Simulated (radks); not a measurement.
Problem. Radial electron density D(r) = 4 pi r^2 rho(r) of an atom or ion with 52 electrons. Method: scalar-relativistic Kohn-Sham, exchange-only LDA, spin-polarised, spherical densities, point nucleus; computed with a radial shooting solver on a logarithmic mesh with Libxc functionals.

r (bohr),D(r) (e/bohr),spin D(r)
0.001921,13.03,-0.0000449
0.0022,15.93,-0.0000552
0.002521,19.37,-0.0000677
0.002865,23.16,-0.0000817
0.003283,27.80,-0.0000996
0.003731,32.78,-0.000120
0.004274,38.71,-0.000146
0.004897,45.24,-0.000177
0.005566,51.82,-0.000213
0.006377,59.10,-0.000261
0.007306,66.38,-0.000323
0.008303,72.91,-0.000400
0.009513,79.08,-0.000509
0.01081,83.75,-0.000649
0.01239,87.10,-0.000856
0.01419,88.48,-0.00115
0.01613,87.94,-0.00153
0.01848,85.71,-0.00208
0.021,82.70,-0.00276
0.02406,79.65,-0.00369
0.02757,78.15,-0.00483
0.03133,79.35,-0.00604
0.0359,84.19,-0.00737
0.04113,92.49,-0.00855
0.04674,102.1,-0.00924
0.05355,111.7,-0.00919
0.06086,117.3,-0.00797
0.06973,117.4,-0.00471
0.07989,111.2,0.00215
0.0908,101.9,0.0151
0.104,92.96,0.0433
0.1192,89.43,0.101
0.1355,92.62,0.206
0.1552,99.99,0.406
0.1764,104.7,0.723
0.2021,101.0,1.24
0.2315,86.66,1.98
0.2631,68.02,2.89
0.3015,51.24,4.02
0.3426,44.19,5.12
0.3925,45.80,6.15
0.4497,50.48,6.79
0.5111,51.10,6.88
0.5856,44.93,6.37
0.6709,33.95,5.36
0.7625,23.19,4.14
0.8736,14.23,2.81
0.9929,8.644,1.73
1.138,4.919,0.887
1.303,2.570,0.374
1.481,1.200,0.133
1.697,0.4250,0.0334
1.944,0.1122,0.00579
2.21,0.02339,0.000707
2.532,0.003021,0.0000311
2.877,0.0002934,-0.00000200

What is the nuclear charge?

Solution. Z = 66. The innermost maximum, from 1s, lies near gamma/Z bohr with gamma = sqrt(1 - (Z/c)^2) = 0.876, here 0.0133 bohr (found: 0.0145), and its height grows with Z. The density is that of the dysprosium ion Dy14+ in [Kr] 4d10 4f4 5s2; the configuration itself is not fixed sharply by these data, and Z only to a few units. D(r) has 4 maxima, at r = 0.0145, 0.0654, 0.181, 0.487 bohr, and minima at 0.0278, 0.119, 0.354 bohr, inside which lie 1.92, 11.18, 29.29 electrons.
